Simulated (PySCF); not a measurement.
# A survey of $^{33}$S NMR shifts

[PySCF: shielding tensors at PBE0/pcSseg-1 (GIAO); structure optimised with GFN2-xTB; non-relativistic Hamiltonian; isolated molecule; a single conformation; equivalent nuclei averaged]

Shieldings were converted by a linear fit to measured shifts: $^{33}$S: δ = 158.28 − 0.937σ (rms 33.3 ppm, 20 shifts vs sulfate, solution or neat liquid). A few per cent of atoms miss by over 2 rms, more outside the fitted compound classes.

Give the $^{33}$S shifts of `CC#C[SiH2]S[Si@@H](P)Cl`, `CC[C@@H](C)[C@H](C)S(=O)(=O)Cl`, `CCCC(C)(C)S(=O)(=O)Cl`, `CCc1csc(=S)o1`, `C#C[C@@H]1SS[C@H]1OC`.

Answers


```
                                           compound             environment  δ (ppm)
                            CC#C[SiH2]S[Si@@H](P)Cl   sulfur bonded to 2 Si     -506
                     CC[C@@H](C)[C@H](C)S(=O)(=O)Cl         sulfonyl sulfur       32
                              CCCC(C)(C)S(=O)(=O)Cl         sulfonyl sulfur       55
 [CH3:1][CH2:2][c:3]1[cH:4][s:5][c:6](=[S:7])[o:8]1  S7: sulfur bonded to C       -1
 [CH3:1][CH2:2][c:3]1[cH:4][s:5][c:6](=[S:7])[o:8]1         S5: ring sulfur      -68
[CH:1]#[C:2][C@@H:3]1[S:4][S:5][C@H:6]1[O:7][CH3:8]    S5: disulfide sulfur     -231
[CH:1]#[C:2][C@@H:3]1[S:4][S:5][C@H:6]1[O:7][CH3:8]    S4: disulfide sulfur     -269
```
